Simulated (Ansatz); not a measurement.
Born–Oppenheimer molecular dynamics of C2H10FNO2Si2 (18 atoms, charge 0, multiplicity 1). It starts from a relaxed structure.

These are results of Ansatz, RKS PBE/6-31G, not measurements.

```json
{
  "ensemble": "NVT, Langevin thermostat",
  "time step": "0.5 fs",
  "steps asked": "151",
  "set temperature": "3000 K",
  "friction": "0.001 /fs",
  "seed": "765106"
}
```

First frame:

```xyz
18
Properties=species:S:1:pos:R:3
Si -0.521 -0.292 0.127
O -1.363 -0.345 1.592
Si -1.281 0.155 3.252
H -2.683 0.042 3.803
H -0.349 -0.755 4.023
H -0.799 1.587 3.362
F 1.131 -0.223 0.537
O -0.690 1.154 -0.790
H -1.572 1.403 -1.141
N -1.017 -1.671 -0.816
C -1.520 -2.905 -0.202
H -1.752 -2.721 0.858
H -2.449 -3.232 -0.709
H -0.781 -3.730 -0.272
C -0.751 -1.741 -2.259
H -1.669 -2.038 -2.804
H -0.432 -0.754 -2.629
H 0.043 -2.479 -2.495
```

Question: How far do the bonds stretch over the last three quarters of this one trajectory? (Pairs bonded in most of those frames.)

Answer: 
```
   bond  mean (Å)  spread (Å)  shortest  longest
 Si1–O2     1.748       0.084      1.62     1.87
 Si1–F7     1.731       0.078      1.61     1.89
 Si1–O8     1.758       0.055      1.66     1.84
Si1–N10     1.772       0.070      1.65     1.93
 O2–Si3     1.801       0.068      1.67     1.88
 Si3–H4     1.562       0.068      1.44     1.68
 Si3–H5     1.550       0.065      1.44     1.68
 Si3–H6     1.595       0.152      1.34     1.88
  O8–H9     1.004       0.068      0.90     1.11
N10–C11     1.508       0.058      1.42     1.61
N10–C15     1.505       0.075      1.35     1.60
C11–H12     1.123       0.060      1.03     1.23
C11–H13     1.115       0.038      1.05     1.20
C11–H14     1.112       0.027      1.06     1.16
C15–H16     1.145       0.075      1.01     1.29
C15–H17     1.131       0.082      0.99     1.29
C15–H18     1.132       0.072      1.01     1.24
```

Mean temperature of the second half: 1573 K. The mean temperature of the second half is 48 % below the set value. A run of 0.075 ps of so small a system gives no equilibrium averages. Limits of this set-up: no polarisation functions.

The run took 9.6 min on 2 threads of Arm Neoverse V2, on a shared host, peak memory 0.18 GiB.
